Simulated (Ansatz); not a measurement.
ZnH₄SeO, closed shell: at the start structure of a reaction step.

in.yaml

```yaml
crystal:
  periodic: [false, false, false]
  atoms:
    - {symbol: Zn, position_ang: [0.302350, -0.519063, 1.067489]}
    - {symbol: H, position_ang: [0.371483, -0.132822, 2.545021]}
    - {symbol: O, position_ang: [0.482358, -1.288843, -0.565409]}
    - {symbol: H, position_ang: [-0.237227, 2.310277, -0.565888]}
    - {symbol: Se, position_ang: [-1.304504, 1.308132, -0.459265]}
    - {symbol: H, position_ang: [1.014431, -2.084397, -0.611598]}
    - {symbol: H, position_ang: [-0.628893, 0.406616, -1.410349]}
basis:
  gaussian: {orbitals: def2-TZVPP}
hamiltonian: {xc: {name: wB97X-V}}
```

Command:

```bash
ansatz run in.yaml --threads 4 --pin off --events-out ev --progress --plain --max-ram 9574MiB
```

Output of Ansatz 0.2.0:

```
Functional definition: wB97X-V
  name "wB97X-V"
  cite "Mardirossian & Head-Gordon, Phys. Chem. Chem. Phys. 16, 9904 (2014) doi:10.1039/C3CP54374A"
  cite "Becke, J. Chem. Phys. 107, 8554 (1997) doi:10.1063/1.475007"
  cite "Vydrov & Van Voorhis, J. Chem. Phys. 133, 244103 (2010) doi:10.1063/1.3521275"
  parameter omega = 0.3/bohr
  parameter cx = 0.167
  parameter cx1 = 0.603
  parameter cx2 = 1.194
  parameter css0 = 0.556
  parameter css1 = -0.257
  parameter cos0 = 1.219
  parameter cos1 = -1.850
  parameter b = 6.0
  parameter c = 0.01
  exchange = spin_sum(e_x_unif_sr(omega)*poly(b97_u_x, 1 - cx, cx1, cx2)) + cx*exact_x_sr(omega) + exact_x_lr(omega)
  correlation = spin_sum(e_c_pw_same_spin*poly(b97_u_same, css0, css1))
      + integral(e_c_pw_opposite_spin*poly(b97_u_opposite, cos0, cos1)) + vv10(b, c)
1332 factors; their error is unknown
238 factors; integrals over basis functions are off by at most 1.7e-5 eV
mean field evaluation 1: about -115865.6475 eV, gradient 6.0e1 eV
mean field evaluation 2: about -115859.9304 eV, gradient 9.0e1 eV
mean field evaluation 4: about -115871.3009 eV, gradient 4.7e0 eV
mean field evaluation 8: about -115871.3242 eV, gradient 3.8e-2 eV
mean field evaluation 16: about -115871.6457 eV, gradient 7.3e-5 eV
mean field -115871.64569033 eV, -4258.2044384973 hartree, gradient 7.3e-5 eV, S^2 0.000000; 0 other end points of the search recorded, 0 dependent functions left out
reference -115871.64568818 eV, -4258.2044384184 hartree; 38, 38 occupied and 161, 161 virtual orbitals, 1332 factors
Total energy: -115871.64568818 eV, -4258.2044384184 hartree
```

The lines “mean field evaluation” count trial sets of orbitals through the whole run, from several starts and some on an approximate energy, so they need not fall steadily or lie above the final value.

Hardware: 4 CPU threads of an Arm Neoverse V2, shared host. Wall time about 6 s.
